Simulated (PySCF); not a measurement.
GaH, SMILES [GaH] (connectivity only; charge and spin as stated), neutral, multiplicity 1. Atoms are numbered in the order given.

```xyz
2

Ga     0.0000     0.0000    -0.0525
H      0.0000     0.0000     1.6288
```
Charge 0, spin multiplicity 1.

The structure is a stationary point at PBE0-D3(BJ)/def2-TZVPD.

Two levels are set side by side: PBE/pcSseg-2 (PySCF) and KT2/pcSseg-2 (PySCF). GIAO shifts against TMS (¹H) at the same level; non-relativistic, no solvent, atoms listed together averaged. Differences are taken from unrounded values.

| quantity | KT2 | PBE | PBE minus KT2 |
|---|---|---|---|
| δ(¹H) of H2 (ppm) | 10.06 | 10.15 | 0.09 |

On these quantities the two levels nearly agree.

Rough cost on one machine, each run with all the roots and properties that it gave: KT2 against PBE within a factor of 2.
